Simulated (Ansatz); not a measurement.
`C=C[SiH](O)[SiH2]O` + `O[Si](O)(O)S` → `O[SiH2]S[Si](O)(O)O` + `C=C[SiH2]O`  (cleavage of the Si–Si bond)

Program: Ansatz. Geometries: PBE0-D4/def2-TZVP. ΔE: electronic, gas phase. CCSD(T)/CBS adds triple-zeta CCSD(T) − MP2 to the extrapolated MP2 energy (def2 sets, frozen cores). Functionals use def2-TZVPP. Each species was taken in one conformer, which may not be the lowest.

Task: Is it downhill or uphill in electronic energy at CCSD(T)/CBS, and by how much? (Estimate.)

Result: Ansatz gave: Downhill: ΔE = -97.6 kJ/mol.

Task: What do these levels give: PBE-D4, r2SCAN-D4, ωB97X-V, ωB97M-V, B2PLYP, MP2/def2-TZVPP, SCS-MP2/def2-TZVPP, CCSD(T)/def2-TZVPP, SCS-MP2/def2-QZVPP, HF/CBS(def2), MP2/CBS(def2), CCSD/CBS(def2)? (Estimate.)

Result: Computed: PBE-D4 -88.9, r2SCAN-D4 -100.4, ωB97X-V -94.9, ωB97M-V -103.4, B2PLYP -95.3, MP2/def2-TZVPP -106.7, SCS-MP2/def2-TZVPP -101.5, CCSD(T)/def2-TZVPP -96.2, SCS-MP2/def2-QZVPP -102.2, HF/CBS(def2) -93.0, MP2/CBS(def2) -108.1, CCSD/CBS(def2) -95.1 kJ/mol.

Largest T1 diagnostic among the species: 0.012.

In def2-TZVPP, CCSD(T) changes the Hartree–Fock value by −3.1 kJ/mol (the triples alone add −2.6 kJ/mol) and MP2 by −13.6 kJ/mol. The D4 term adds −7.3 kJ/mol with B3LYP and −3.5 kJ/mol with PBE0; it sums over pairs of atoms, weighted by their polarisabilities, and B3LYP, whose exchange is more repulsive, gets the larger term. From PBE to PBE0 (25 % exact exchange), in def2-TZVPP and without D4, ΔE moves by −4.6 kJ/mol.

B3LYP here is the variant with VWN-RPA as its local correlation; programs differ in this.
